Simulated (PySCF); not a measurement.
Zero-point energy (kcal/mol) of eight silicon and germanium compounds: PBE-D3(BJ) beside B3LYP-D3(BJ), computed with PySCF for isolated molecules in the bases named; differences from unrounded values. The eight are the first of their class met in an unordered collection, after screening for sound electronic states; none was chosen by its value. Each level has its own optimised geometry.

| molecule | basis | B3LYP-D3(BJ) |
|---|---|---|
| C₃H₇FSi, SMILES F[C@@H]1[C@@H]([SiH3])C1 | def2-SVP | 55.44 |
| Si(H)2(OMe)(NH2) (CH₇NOSi), SMILES N[SiH2]OC | def2-SVP | 53.42 |
| Cl2H4N2Si, SMILES N[Si](N)(Cl)Cl | def2-SVP | 35.30 |
| Si(CF3)(H)2(Me) (C2H5F3Si), SMILES C[SiH2]C(F)(F)F | def2-SVP | 42.62 |
| C3H7ClSi, SMILES C([SiH3])/C=C\Cl | def2-SVP | 54.07 |
| BH₆NO₂Si, SMILES N[SiH2]B(O)O | def2-SVP | 49.07 |
| Si(H)(Cl)(Et)(NH2) (C2H8ClNSi), SMILES CC[SiH](N)Cl | def2-SVP | 64.02 |
| B(H)(Me)(OSiH3) (CH7BOSi), SMILES [SiH3]OBC | def2-SVP | 49.45 |

Problem. Estimate the PBE-D3(BJ) values and say how PBE-D3(BJ) differs from B3LYP-D3(BJ) over the set. (An estimate is asked for; the answer gives what the named calculation found.)

Solution. 
```
molecule                                             PBE-D3(BJ)  difference
---------------------------------------------------  ----------  ----------
C₃H₇FSi, SMILES F[C@@H]1[C@@H]([SiH3])C1                  53.84       -1.60
Si(H)2(OMe)(NH2) (CH₇NOSi), SMILES N[SiH2]OC              51.95       -1.47
Cl2H4N2Si, SMILES N[Si](N)(Cl)Cl                          34.51       -0.79
Si(CF3)(H)2(Me) (C2H5F3Si), SMILES C[SiH2]C(F)(F)F        41.37       -1.25
C3H7ClSi, SMILES C([SiH3])/C=C\Cl                         52.52       -1.55
BH₆NO₂Si, SMILES N[SiH2]B(O)O                             47.73       -1.35
Si(H)(Cl)(Et)(NH2) (C2H8ClNSi), SMILES CC[SiH](N)Cl       62.43       -1.59
B(H)(Me)(OSiH3) (CH7BOSi), SMILES [SiH3]OBC               48.08       -1.37
```
PBE-D3(BJ) lies below B3LYP-D3(BJ) in 8 and above it in 0 of the eight; the mean signed difference is -1.37 and the largest -1.60 kcal/mol.
